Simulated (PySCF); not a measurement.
Simulated Ti 2p region for `[F][Ti]([F])([F])[F]`, binding energy against the vacuum level.

Every computed line was given a Gaussian of 0.4 eV full width at half maximum and an area set by the number of equivalent atoms (split 2:1 within a doublet); the highest printed point is 100. The calculation used delta-SCF UKS SCAN, pcX-2 on the ionised atom (unc-x2c-TZVPall on a metal), pcseg-1 elsewhere, spin-free X2C in PySCF 2.14.0.

| binding energy (eV) | intensity |
| --- | --- |
| 466.4 | 4 |
| 466.6 | 39 |
| 466.8 | 100 |
| 467.0 | 64 |
| 467.2 | 10 |
| 467.4 | 0 |
| 467.6 | 0 |
| 467.8 | 0 |
| 468.0 | 0 |
| 468.2 | 0 |
| 468.4 | 0 |
| 468.6 | 0 |
| 468.8 | 0 |
| 469.0 | 0 |
| 469.2 | 0 |
| 469.4 | 0 |
| 469.6 | 0 |
| 469.8 | 0 |
| 470.0 | 0 |
| 470.2 | 0 |
| 470.4 | 0 |
| 470.6 | 0 |
| 470.8 | 0 |
| 471.0 | 0 |
| 471.2 | 0 |
| 471.4 | 0 |
| 471.6 | 0 |
| 471.8 | 0 |
| 472.0 | 0 |
| 472.2 | 6 |
| 472.4 | 34 |
| 472.6 | 49 |
| 472.8 | 18 |
| 473.0 | 2 |

**Question.** How many maxima does the curve show, and how many computed lines lie under it?

**Answer.** The curve has 2 maxima (at 466.8 and 472.5 eV). Under it lie 2 lines from 1 inequivalent titanium site, drawn as a 2p3/2, 2p1/2 pair.

**Question.** Decompose the envelope and assign each component. Bonds: Ti1–F2, Ti1–F3, Ti1–F4, Ti1–F5.

**Answer.** 
```
position (eV)  relative area      line  atoms             environment
       466.84           0.67  Ti 2p3/2    Ti1  titanium bonded to 4 F
       472.55           0.33  Ti 2p1/2    Ti1  titanium bonded to 4 F
```

**Question.** What are the centre and the root-mean-square width of the whole band?

**Answer.** The area-weighted mean of the lines is 468.74 eV. Their own spread about it is 2.69 eV (rms) and each Gaussian has σ = 0.4/2.355 = 0.17 eV; the variances add, which gives 2.70 eV.

No satellites, vibrations or lifetime broadening are included. Spin–orbit and ligand-field terms were added within each 2p shell after the spin-free SCF. 2p1/2 minus 2p3/2 (ligand field included): Ti 5.72 eV. Satellites of the metal's 2p lines aren't described. Isolated species at its PBE0-D3(BJ)/def2-SVP geometry, gas phase. Metal 2p energies of this one-determinant scheme are less reliable than its 1s energies.

Time: 8.5 s wall. Hardware: one thread of an Arm Neoverse V1, on a shared host.
